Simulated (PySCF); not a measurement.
C5H5ClO2.
Z-matrix (Å and degrees, PBE0-D3(BJ)/def2-SVP geometry), rows numbered from 1:
```
C 
O   1  1.4184
C   2  1.3340  1  115.44
O   3  1.2014  2  124.74  1     0.14
C   3  1.4684  2  110.92  1   179.93
C   5  1.3069  3  150.71  2     6.64
C   5  1.4680  3  145.09  2   177.76
Cl  7  1.7909  5  119.97  6   106.01
H   1  1.0999  2  110.83  3   -58.06
H   1  1.1001  2  110.70  3    62.17
H   1  1.0957  2  106.26  3  -178.05
H   6  1.0873  5  150.42  7  -175.19
H   7  1.0965  5  123.03  6  -108.87
```

Linear response at wB97X-D/def2-SVPD (PySCF, frozen core in the response, non-relativistic). The structure is a single PBE0-D3(BJ)/def2-SVP conformer in the gas phase; no vibrational or solvent corrections.

Static isotropic polarisability: 79.62 au (11.80 Å³), principal values 60.0, 77.5, 101.3 au.

**Question.** What is the polarisability at 1064 nm and at the sodium D line?

**Answer.** 80.37 au at 1064 nm (+0.9 %), 82.17 au at 589.3 nm (+3.2 %). The rise at 589.3 nm is 3.42 times that at 1064 nm; a pure ω² law gives 3.26. The lowest singlet lies at 256 nm, shorter than both wavelengths.

**Question.** What is the isotropic C6 coefficient between two such molecules, C6 = (3/π)∫α(iω)² dω?

**Answer.** 2634 au (Eh·bohr⁶) by a ten-point quadrature over imaginary frequencies, which is 1570 eV·Å⁶ or 152 J·nm⁶/mol.

**Question.** Which effective excitation energy ω̄ makes London's formula C6 = (3/4)α²ω̄ exact here?

**Answer.** ω̄ = 4·C6/(3α²) = 0.554 Eh = 15.1 eV. A one-pole form α(ω) = α/(1 − ω²/ω̄²) fitted to the 1064 nm value gives 12.1 eV.

**Question.** How anisotropic is the static polarisability, by Δα² = ½[(α1 − α2)² + (α2 − α3)² + (α3 − α1)²]?

**Answer.** Δα = 35.8 au, or 0.45 of the isotropic value.

**Question.** What n − 1 at the D line would an ideal gas of it have at 273.15 K and 1 atm (2.6868 × 10¹⁹ cm⁻³), by n − 1 = 2π·N·α′?

**Answer.** 20.56 × 10⁻⁴, a formal value whether or not that pressure can be reached.

**Question.** How many electrons N does the Slater–Kirkwood formula C6 = (3/4)·√N·α^(3/2) need to give this C6?

**Answer.** N = (4·C6/3)²/α³ = 24.4; the species has 68 electrons in all.

**Question.** The lowest 6 singlets have (eV, f): 4.84, 0.001; 5.26, 0.006; 5.85, 0.213; 6.03, 0.014; 6.84, 0.064; 7.26, 0.001. What share of the static polarisability do they carry in the sum over states α = Σ f/ω²?

**Answer.** 6.13 au, 7.7 % of α; the largest term, 4.61 au, is that of the state at 5.85 eV. Their oscillator strengths add up to 0.30. Higher states carry the rest.

Time: 44 s wall; peak memory 0.94 GiB. Hardware: one thread of an Intel Xeon Platinum 8488C, no GPU (shared host). This is the whole response run at wB97X-D/def2-SVPD, SCF included.

wB97X-D is run here without its empirical dispersion term; that term would change no orbital, density or response property at a fixed geometry.
